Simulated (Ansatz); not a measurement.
A nudged elastic band was laid between two geometries of CH4O + HSe (8 atoms, charge 0, multiplicity 2).

These are results of UKS PBE/def2-SVP in Ansatz 0.2.0, not measurements.

| Property | Result |
| --- | --- |
| movable images | 5 |
| climbing image | yes |
| spring | 5.0 eV/Å² |
| optimiser | quadratic models (default) |
| start path | through a guess of the saddle point |
| force threshold | 0.2 eV/Å |
| iteration limit | 60 |
| end points | relaxed |

Initial state:

```xyz
8
Properties=species:S:1:pos:R:3
H -0.229 -0.863 -1.015
Se 2.304 -0.925 -0.797
O -0.415 -0.941 -0.056
C -0.882 0.316 0.409
H 2.269 0.441 -0.210
H -1.896 0.555 0.011
H -0.200 1.157 0.146
H -0.951 0.261 1.513
```

Final state:

```xyz
8
Properties=species:S:1:pos:R:3
H -0.035 -0.348 -1.304
Se 2.277 -1.114 -0.594
O -0.508 -0.724 -0.531
C -0.910 0.347 0.309
H 2.273 -0.056 0.455
H -1.312 -0.094 1.242
H -1.716 0.963 -0.158
H -0.068 1.027 0.581
```

Q: Which bonds break or form, and what moves?

A: No bond is made or broken.  The two ends are copies of one structure, up to a mirror image or an exchange of like atoms.

Q: Give the energies along the band, and the barrier.

A: The forces met the threshold. The highest image is number 3 of 0 to 6, 0.047 eV above the ends, which have the same energy within 2 meV. The threshold of 0.2 eV/Å is loose, so the images may lie well off the minimum-energy path. Another band between the same ends (5 images) ends at a top of the same energy, where a vibrational analysis finds 1 clearly imaginary mode.

| image | path coordinate (Å) | energy (eV) |
| --- | --- | --- |
| 0 | 0.00 | 0.000 |
| 1 | 0.54 | 0.011 |
| 2 | 1.08 | 0.045 |
| 3 | 1.62 | 0.047 |
| 4 | 2.21 | 0.027 |
| 5 | 2.80 | 0.009 |
| 6 | 3.39 | 0.000 |

Q: What is the geometry of the highest image?

A: 
```xyz
8
Properties=species:S:1:pos:R:3
H 0.108 -0.542 -1.051
Se 2.289 -1.031 -0.776
O -0.625 -0.797 -0.429
C -0.967 0.341 0.335
H 2.447 0.055 0.235
H -2.040 0.266 0.616
H -0.823 1.299 -0.218
H -0.389 0.410 1.289
```

The run took 47 s on 2 threads of Intel(R) Xeon(R) 6975P-C (Granite Rapids), on a shared host, peak memory 0.2 GiB.
